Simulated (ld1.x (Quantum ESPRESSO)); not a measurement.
## Before and after: TM potential for Ga

* Element: gallium
* Generator: ld1.x (Quantum ESPRESSO) 7.5
* Type: norm-conserving Troullier–Martins (Kleinman–Bylander form)
* Functional: PBE
* Relativity: scalar-relativistic
* Frozen core: [Ar] 3d10
* Valence charge: 3
* Reference configuration: 4s1.5 4p0 (charge +1.5)
* Partial waves: 4s (bound): rc 1.50 bohr; 4p (bound, empty): rc 1.60 bohr
* Local potential: all-electron potential smoothed inside 1.45 bohr (lloc = -1)
* Core correction: Bessel-smoothed model core, default radius (core density twice the valence density)

Change: reference 4s2 4p0.

Cutoffs: the cutoffs (Ry, on a coarse ladder) from which the occupation-weighted sum of valence levels, in a spherical-Bessel basis at the reference potential, stays within 10 and 1 mRy of its value at 400 Ry; they do not see the model core or the augmentation charge, which bear on the density cutoff. Errors are all-electron minus pseudo energies relative to the spin-unpolarised reference configuration.

What does the change do?

The potential gets harder (15 Ry and 55 Ry → 18 Ry and 60 Ry); neither file shows a bound ghost.

| quantity | base | changed |
| --- | --- | --- |
| cutoff, loose | 15 Ry | 18 Ry |
| cutoff, tight | 55 Ry | 60 Ry |
| bound ghosts | none | none |
| largest error over its own tests, meV | -44 | -89 |
| s: phases at 1.75 bohr within 0.05 rad from the reference energy up to (Ry; the scan ends near 5) | -0.9 | -0.5 |
| p: phases at 1.75 bohr within 0.05 rad from the reference energy up to (Ry; the scan ends near 5) | 0.0 | 0.3 |
